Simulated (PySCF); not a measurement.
Mg(Cl)(OSiH3) (ClH₃MgOSi), SMILES [SiH3][O][Mg][Cl]. Heavy atoms are numbered as in [Mg:1]([Cl:2])[O:3][SiH3:4]. Hydrogens are named by the atom that carries them.

The structure is a stationary point at PBE0-D3(BJ)/def2-SVP. Other conformers were not sampled.

The numbers are results of PBE0/pcSseg-1 run with PySCF, not measurements.

GIAO shieldings, no solvent; atoms alike by connectivity are averaged. δ = σ(ref) − σ: ³⁵Cl against HCl (σ = 945.9 ppm); ¹⁷O against H2O (σ = 334.2 ppm); ²⁹Si against TMS (σ = 352.7 ppm); ¹H against TMS (σ = 31.56 ppm), references at their B3LYP-D3(BJ)/def2-TZVP geometries, non-relativistic (without spin–orbit terms, shifts of atoms bonded to Cl or Br come out too high).

```tsv
atoms	nucleus	count	δ (ppm)
Cl2	³⁵Cl	1	-175.2
O3	¹⁷O	1	-21.6
Si4 (SiH3)	²⁹Si	1	[?]
H on Si4	¹H	3	[?]
```

**Question.** Fill in the missing entries. (An estimate is asked for; the answer gives what the named calculation found.)

**Answer.** 
- Si4 (SiH3), δ (ppm): -41.1
- H on Si4, δ (ppm): 5.40
